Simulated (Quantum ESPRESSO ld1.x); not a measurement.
Task: Species: In4+. Configuration: [Kr] 4d9. All-electron calculation, scalar-relativistic Kohn-Sham, LDA (Slater exchange, Perdew-Zunger correlation), spin-polarised, spherical densities, point nucleus; open shells are filled with parallel spins first. Program: ld1.x of Quantum ESPRESSO 7.5. Some entries of the table are withheld. Estimate them.

orbital  occ.  eigenvalue (eV)  <r> (bohr)
1s up       1         -27770.9     0.02974
1s down     1         -27770.9     0.02974
2s up       1         -4201.30      0.1286
2s down     1         -4201.06      0.1286
2p up       3         -3778.31      0.1122
2p down     3         -3778.12      0.1122
3s up       1         -836.677      0.3492
3s down     1         -836.511      0.3492
3p up       3         -698.159      0.3475
3p down     3         -697.980      0.3475
3d up       5         -482.489      0.3245
3d down     5         -482.252      0.3245
4s up       1              (1)      0.8432
4s down     1              (2)      0.8431
4p up       3         -126.424      0.9119
4p down     3         -125.616      0.9121
4d up       5         -65.6877       1.109
4d down     4         -64.9274       1.111

Result: 
(1) 4s up eigenvalue (eV): -168.150
(2) 4s down eigenvalue (eV): -167.344
